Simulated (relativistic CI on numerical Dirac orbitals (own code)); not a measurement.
# Cr⁵⁺: 3p photoemission

Computed with this model: Dirac-Coulomb-Breit CI, separate exchange-only KLI orbitals for each configuration, model QED (radiative potential, 1s self-energy scaled to tabulated hydrogen-like ionisation energies), valence Slater integrals scaled by 0.8, multiplet model of photoemission in the sudden approximation; configurations [Ar] 3d → [Ne] 3s2 3p5 3d; 300 K; Lorentzian 1.12 eV and Gaussian 0.6 eV FWHM. Energies are those of the free ion, without screening or charge transfer. The energies are binding energies and can lie tens of eV above those of solids. S is read from ⟨S²⟩ = S(S + 1).

Field parameters in Wybourne normalisation: D4h B²₀ = −7Ds, B⁴₀ = 21(Dq − Dt), B⁴₄ = 21√(5/14) Dq. The field is a parameter set, without covalency.

Computed curve for D4h, 10Dq = 32150, Ds = -600, Dt = 150 cm⁻¹, scaled to 100 at the maximum (points under 2 are left out and the grid is thinned):

| Energy (eV) | Intensity |
| --- | --- |
| 127.4 | 2.0 |
| 127.8 | 2.3 |
| 128.0 | 2.4 |
| 128.4 | 2.8 |
| 128.8 | 3.3 |
| 129.0 | 3.5 |
| 129.4 | 4.2 |
| 129.8 | 5.1 |
| 130.0 | 5.6 |
| 130.4 | 7.1 |
| 130.6 | 8.0 |
| 131.0 | 10.8 |
| 131.4 | 15.4 |
| 131.6 | 19.0 |
| 132.0 | 31.2 |
| 132.4 | 54.5 |
| 132.6 | 69.9 |
| 133.0 | 94.4 |
| 133.4 | 96.1 |
| 133.6 | 91.5 |
| 134.0 | 86.8 |
| 134.4 | 90.0 |
| 134.6 | 91.2 |
| 135.0 | 83.9 |
| 135.2 | 75.1 |
| 135.6 | 56.6 |
| 136.0 | 51.0 |
| 136.2 | 55.7 |
| 136.6 | 79.4 |
| 137.0 | 100.0 |
| 137.2 | 97.8 |
| 137.6 | 72.8 |
| 138.0 | 45.5 |
| 138.2 | 35.9 |
| 138.6 | 25.5 |
| 139.0 | 23.4 |
| 139.2 | 23.2 |
| 139.6 | 20.5 |
| 139.8 | 18.2 |
| 140.2 | 14.2 |
| 140.6 | 11.5 |
| 140.8 | 10.1 |
| 141.2 | 7.2 |
| 141.6 | 5.2 |
| 141.8 | 4.5 |
| 142.2 | 3.5 |
| 142.6 | 2.9 |
| 142.8 | 2.7 |
| 143.2 | 2.3 |
| 143.6 | 2.0 |
| 150.6 | 2.1 |
| 151.0 | 3.3 |
| 151.2 | 4.3 |
| 151.6 | 7.6 |
| 152.0 | 11.3 |
| 152.2 | 11.5 |
| 152.6 | 8.2 |
| 153.0 | 4.6 |
| 153.2 | 3.4 |
| 153.6 | 2.1 |

The ground state has S = 0.50, and the centroid lies at 135.93 eV.
